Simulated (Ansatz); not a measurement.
PtBr₂⁺. The state is a doublet with charge 1. Geometry B3LYP-D4/def2-TZVP; atoms count from 1.

```xyz
3

Pt    0.503   -0.623    0.206
Br    0.252    0.115   -1.929
Br   -0.756    0.508    1.723
```

In the def2 sets Pt takes a core potential; there is no spin–orbit coupling. No other spin state of charge 1 was run. The structure comes from a short search, and lower isomers may exist.

Q: Estimate the Mulliken populations from the PBE0/def2-TZVP orbitals of Ansatz.

A: 
```
atom  charge (e)  spin (α − β)  d electrons
 Pt1        0.72          0.44         8.42
 Br2        0.14          0.28            –
 Br3        0.14          0.28            –
```
Mulliken values and Mayer orders depend strongly on the basis.

Q: Where does the spin sit?

A: Summed by element: Pt 0.44, Br 0.56, of 1 unpaired in all. Largest on single atoms: Pt1 0.44, Br2 0.28, Br3 0.28.

Q: And the Mayer bond orders between bonded heavy atoms (over 0.3)?

A: Pt1–Br2 1.38 (2.27 Å); Pt1–Br3 1.38 (2.27 Å). Values over 0.3 also appear between atoms too far apart for a bond (Br2–Br3 0.31 at 3.81 Å); they arise where an orbital or an unpaired electron spreads over both atoms.
